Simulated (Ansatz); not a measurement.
System: CH8O2Si2, charge 0, multiplicity 1. 
Coordinates optimised at B3LYP-D3(BJ)/def2-TZVP (Ansatz, a first-principles code):
```xyz
13

Si     1.7815    -1.0026     0.4465
O      0.4793    -0.2456     1.1420
C      0.0199     1.0224     0.7533
O     -0.4641     1.0298    -0.5642
Si    -1.7976     0.1745    -1.0567
H      1.4384    -1.5932    -0.8660
H      2.8836    -0.0261     0.2652
H      2.1754    -2.0703     1.3862
H     -0.7714     1.2987     1.4559
H      0.8308     1.7551     0.7941
H     -2.2008     0.7657    -2.3474
H     -1.4940    -1.2622    -1.2378
H     -2.8780     0.3183    -0.0500
```

Wanted: atomisation energy (electronic, to ground-state atoms), in kJ/mol. Correlated levels leave the core frozen unless marked. Open shells are spin-unrestricted. Spin-orbit coupling is left out. Non-relativistic. The coupled-cluster limit lacks core correlation, which all-electron functionals hold. Basis-set limits of correlation are two-point, X^-3; Hartree-Fock from the larger set.

```csv
level,program,atomisation energy (kJ/mol),minus last row
PBE-D3(BJ)/def2-TZVPD,Ansatz + dftd3,4518.9,-14.3
revPBE-D4/def2-TZVPD,Ansatz + dftd4,4423.7,-109.5
revPBE/def2-TZVPD,Ansatz,4339.5,-193.7
r2SCAN-D3(BJ)/def2-TZVPD,Ansatz + dftd3,4509.0,-24.2
PBE0/def2-SVP,Ansatz,4423.9,-109.3
PBE0/def2-TZVP,Ansatz,4435.6,-97.6
CAM-B3LYP/def2-TZVPD,Ansatz,4517.5,-15.7
wB97X-V/def2-TZVPD,Ansatz,4540.1,6.9
RI-MP2/cc-pV(T+d)Z,Ansatz,4447.7,-85.5
SCS-MP2/6-31G*,Ansatz,4046.6,-486.6
CCSD/6-31G*,Ansatz,3986.8,-546.4
CCSD/aug-cc-pV(D+d)Z,Ansatz,4161.4,-371.8
CCSD(T)/aug-cc-pV(D+d)Z,Ansatz,4205.7,-327.5
CCSD(T)/cc-pV(T+d)Z,Ansatz,4403.1,-130.1
"CCSD(T)/CBS(cc-pV(T+d)Z,cc-pV(Q+d)Z)",Ansatz,4533.2,0.0
```
